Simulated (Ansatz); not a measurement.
This geometry of H4S2Sn (7 atoms, charge 0, multiplicity 1) is a first-order saddle point.

Theory: Ansatz, RKS PBE0/def2-SVP.

```xyz
7
Properties=species:S:1:pos:R:3
S -2.063 -0.250 -0.697
Sn -0.074 0.653 0.369
S 1.510 -1.129 0.795
H -1.376 -1.253 -1.284
H 0.660 1.827 -0.639
H -0.547 1.258 1.893
H 1.950 -1.175 -0.482
```

Question: Which two structures does it join? (They come from a converged band through this point; their orientation in space is the band's.)

Answer: No bond is made or broken. The dihedral H4–S1–Sn2–S3 goes from -81 to 58°.

First end point:

```xyz
7
Properties=species:S:1:pos:R:3
S -2.052 -0.464 -0.529
Sn -0.048 0.570 0.362
S 1.601 -1.045 1.100
H -1.505 -0.692 -1.743
H 0.639 1.561 -0.854
H -0.532 1.397 1.772
H 1.959 -1.396 -0.154
```

Last end point:

```xyz
7
Properties=species:S:1:pos:R:3
S -1.687 -0.298 -1.209
Sn 0.033 0.667 0.198
S 1.668 -1.015 0.803
H -2.044 -1.225 -0.293
H 0.720 1.908 -0.757
H -0.598 1.208 1.693
H 1.969 -1.315 -0.480
```

Question: How far does it lie above each of them?

Answer: 0.3 kcal/mol above the first and 1.1 kcal/mol above the second. This is the barrier of this one path; another mechanism may lie lower.

The run took 2.6 min on 1 thread of Arm Neoverse V2, on a shared host, peak memory 0.19 GiB.
